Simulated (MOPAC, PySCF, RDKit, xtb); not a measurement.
Internal rotation in SMILES N[SiH2]c1ccccc1. Scanned: dihedral N1–Si2–C3–C4; all other coordinates were relaxed at GFN2-xTB. Points at φ and −φ are mirror images.

Geometry of the scan point at 0° (Å):
```
17

N      2.7882    -0.5644    -0.6907
Si     2.0125     0.6246     0.2878
C      0.1628     0.2605     0.2555
C     -0.3836    -0.8000    -0.4587
C     -1.7474    -1.0338    -0.4663
C     -2.5966    -0.2040     0.2453
C     -2.0717     0.8571     0.9642
C     -0.7077     1.0830     0.9640
H      3.7935    -0.6135    -0.6614
H      2.4762    -0.6880    -1.6409
H      2.5742     0.4310     1.6270
H      2.2113     2.0246    -0.1338
H      0.2713    -1.4605    -1.0082
H     -2.1502    -1.8650    -1.0283
H     -3.6623    -0.3833     0.2412
H     -2.7287     1.5082     1.5238
H     -0.3053     1.9146     1.5261
```

Methods: MMFF94 // GFN2-xTB (RDKit); AM1, restricted, heats of formation // GFN2-xTB (MOPAC); GFN1-xTB // GFN2-xTB (xtb); RKS-B3LYP/LANL2DZ = restricted B3LYP/LANL2DZ, with its core potentials past Ne // GFN2-xTB run with PySCF.

Least-squares fit of E(φ) = a0 + Σ (a_n cos nφ + b_n sin nφ), n = 1 to 4, to the 12 scan points, in kcal/mol above the lowest point of each profile (levels whose profile four harmonics don't fit are not listed):

| method | a0 | a1 | b1 | a2 | b2 | a3 | b3 | a4 | b4 | rms of fit |
|---|---|---|---|---|---|---|---|---|---|---|
| MMFF94 | 0.20 | 0.01 | 0.00 | 0.23 | 0.00 | 0.00 | 0.00 | 0.21 | 0.00 | 0.02 |
| AM1 | 0.15 | 0.00 | 0.00 | 0.14 | 0.00 | 0.00 | 0.00 | 0.22 | 0.00 | 0.03 |
| GFN1-xTB | 0.14 | 0.00 | 0.00 | -0.10 | 0.00 | 0.00 | 0.00 | 0.17 | 0.00 | 0.00 |
| RKS-B3LYP/LANL2DZ | 0.49 | 0.00 | 0.00 | -0.06 | 0.00 | 0.00 | 0.00 | 0.72 | 0.00 | 0.08 |

MMFF94 has few fitted parameters for silicon.
